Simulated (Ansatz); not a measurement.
# Molecular dynamics of AlH9N2Si

Input:

```yaml
crystal:
  periodic: [false, false, false]
  atoms:
    - { symbol: Al, position_ang: [0.2021, 0.5507, 0.3234] }
    - { symbol: H, position_ang: [1.264, -1.134, 0.5746] }
    - { symbol: "N", position_ang: [1.2597, 1.6948, -0.5258] }
    - { symbol: "N", position_ang: [-0.4553, 0.8897, 1.9359] }
    - { symbol: H, position_ang: [0.4731, -1.1169, -0.0038] }
    - { symbol: Si, position_ang: [-0.9855, -1.3778, -1.1605] }
    - { symbol: H, position_ang: [1.6182, 1.569, -1.4645] }
    - { symbol: H, position_ang: [1.7088, 2.505, -0.1166] }
    - { symbol: H, position_ang: [-1.0272, 0.2573, 2.4815] }
    - { symbol: H, position_ang: [-0.3278, 1.7444, 2.4635] }
    - { symbol: H, position_ang: [-2.183, -1.0251, -1.9449] }
    - { symbol: H, position_ang: [-0.104, -2.0007, -2.1793] }
    - { symbol: H, position_ang: [-1.4433, -2.5564, -0.3835] }
magnetization:
  spin_polarized: true
basis:
  gaussian: { orbitals: "6-31G*" }
hamiltonian:
  xc: pbe
  dispersion: d4
md:
  timestep: 0.5
  n_steps: 150
  ensemble: nve
  temperature: 100.0
  initial_velocities: maxwell_boltzmann
  seed: 998803
```

Run as:

```bash
$ ansatz run input.yaml --threads 2 --pin off --max-ram 3072MiB --backend cpu --events-out ev --progress --plain --runs-dir out
```

It starts from a rough guess of a transition structure, not a stationary point.

Output, in part (step lines, the closing report, with atoms numbered from 0):

```
md step     0: t =     0.00 fs  T =   100.0 K  F+E_penalty+E_count = -17587.70153954 eV  E_kin = 0.142186 eV  conserved = -17587.55935354 eV  (31 SCF iters)
md step     1: t =     0.50 fs  T =   106.7 K  F+E_penalty+E_count = -17587.71095801 eV  E_kin = 0.151689 eV  conserved = -17587.55926853 eV  (31 SCF iters)
md step     2: t =     1.00 fs  T =   122.4 K  F+E_penalty+E_count = -17587.73311828 eV  E_kin = 0.174021 eV  conserved = -17587.55909758 eV  (31 SCF iters)
md step     3: t =     1.50 fs  T =   148.8 K  F+E_penalty+E_count = -17587.77058440 eV  E_kin = 0.211549 eV  conserved = -17587.55903525 eV  (30 SCF iters)
md step     4: t =     2.00 fs  T =   186.6 K  F+E_penalty+E_count = -17587.82439300 eV  E_kin = 0.265264 eV  conserved = -17587.55912950 eV  (30 SCF iters)
md step     5: t =     2.50 fs  T =   234.8 K  F+E_penalty+E_count = -17587.89313186 eV  E_kin = 0.333807 eV  conserved = -17587.55932520 eV  (30 SCF iters)
[... lines left out ...]
Total energy: -17588.99792173 eV, -646.3837513725 hartree
Atom 0 at    -0.152152     0.675337     0.064736 Å, force     1.306667     0.712554     0.942970 eV/Å
Atom 1 at     5.832538    -3.720927     4.051364 Å, force    -0.425539    -1.902781    -0.790942 eV/Å
Atom 2 at     1.309651     1.635477    -0.526416 Å, force    -0.997215    -0.600362     0.080692 eV/Å
Atom 3 at    -0.393481     0.744570     1.880693 Å, force    -0.547720    -0.795479    -0.613071 eV/Å
Atom 4 at     5.665316    -4.469046     3.740457 Å, force     0.425431     1.902802     0.790884 eV/Å
Atom 5 at    -1.058292    -1.181946    -1.147859 Å, force     0.164957    -0.509471    -0.495581 eV/Å
Atom 6 at     1.625893     1.596848    -1.494654 Å, force     0.044227     0.189056     0.014863 eV/Å
Atom 7 at     1.774134     2.374273     0.000213 Å, force     0.032555    -0.016952    -0.070380 eV/Å
Atom 8 at    -0.941681     0.005829     2.364485 Å, force     0.332998     0.720757    -0.262834 eV/Å
Atom 9 at    -0.231921     1.546555     2.480643 Å, force     0.023708     0.078527     0.194415 eV/Å
Atom 10 at    -2.290666    -0.963904    -1.939973 Å, force    -0.416022     0.229561    -0.145993 eV/Å
Atom 11 at    -0.105932    -1.749034    -2.179305 Å, force     0.056058     0.089620     0.143827 eV/Å
Atom 12 at    -1.391479    -2.330052    -0.248961 Å, force    -0.000104    -0.097832     0.211151 eV/Å
Dipole moment:     0.030800     0.364103     0.159270 e Å
```

The steps, from the saved trajectory:

| time (fs) | T (K) | potential energy less start (eV) | conserved less start (meV/atom) |
| --- | --- | --- | --- |
| 0 | 100 | 0.000 | 0.00 |
| 2.5 | 235 | -0.192 | 0.00 |
| 5 | 349 | -0.355 | -0.07 |
| 7.5 | 559 | -0.656 | -0.29 |
| 10 | 619 | -0.738 | 0.04 |
| 12.5 | 858 | -1.081 | -0.29 |
| 15 | 839 | -1.049 | 0.12 |
| 17.5 | 942 | -1.198 | -0.04 |
| 20 | 983 | -1.256 | -0.05 |
| 22.5 | 934 | -1.183 | 0.25 |
| 25 | 1022 | -1.313 | -0.16 |
| 27.5 | 983 | -1.255 | 0.00 |
| 30 | 973 | -1.242 | -0.04 |
| 32.5 | 1086 | -1.407 | -0.40 |
| 35 | 962 | -1.224 | 0.13 |
| 37.5 | 1076 | -1.393 | -0.41 |
| 40 | 1088 | -1.411 | -0.43 |
| 42.5 | 966 | -1.231 | 0.10 |
| 45 | 1047 | -1.352 | -0.45 |
| 47.5 | 994 | -1.277 | -0.41 |
| 50 | 868 | -1.091 | 0.10 |
| 52.5 | 956 | -1.222 | -0.39 |
| 55 | 888 | -1.123 | -0.21 |
| 57.5 | 857 | -1.074 | 0.10 |
| 60 | 1001 | -1.285 | -0.35 |
| 62.5 | 892 | -1.124 | 0.11 |
| 65 | 945 | -1.202 | 0.00 |
| 67.5 | 996 | -1.277 | -0.16 |
| 70 | 915 | -1.155 | 0.28 |
| 72.5 | 979 | -1.250 | -0.03 |
| 75 | 1011 | -1.296 | -0.11 |

The run went to its last step. The conserved energy stayed within 0.5 meV per atom of its start (net change -0.11 meV per atom), so the integration is sound. The kinetic energy rose, since the run started high on the potential surface and went downhill. It ends in pieces (AlH7N2Si + H2), so much of that is their flight and rotation, not heat. A run of 0.075 ps of so small a system gives no equilibrium averages. The orbitals were unrestricted but ended closed-shell.

The planned step would form Al1–Si6, H2–H5 and break Al1–H2, H5–Si6. These pairs go: Al1–Si6 2.71 → 2.40 Å, H2–H5 0.98 → 0.83 Å, Al1–H2 2.01 → 8.43 Å, H5–Si6 1.88 → 8.94 Å. In the last frame they stand as after the step (other bonds may differ from the relaxed reactants and products). Also parted: Al1–H5 1.72 → 8.59 Å. It ends as AlH7N2Si + H2. Pairs count as bonded within 1.25 times the sum of covalent radii (0.12 Å more for H–H).

Last frame:

```xyz
13
Properties=species:S:1:pos:R:3
Al -0.152 0.675 0.065
H 5.832 -3.721 4.051
N 1.310 1.635 -0.526
N -0.394 0.745 1.881
H 5.665 -4.469 3.740
Si -1.058 -1.182 -1.148
H 1.626 1.597 -1.495
H 1.774 2.374 0.000
H -0.942 0.006 2.365
H -0.232 1.547 2.481
H -2.291 -0.964 -1.940
H -0.106 -1.749 -2.179
H -1.391 -2.330 -0.249
```

Run time: 12 min on 2 threads of Arm Neoverse N1, on a shared host, peak memory 0.17 GiB.
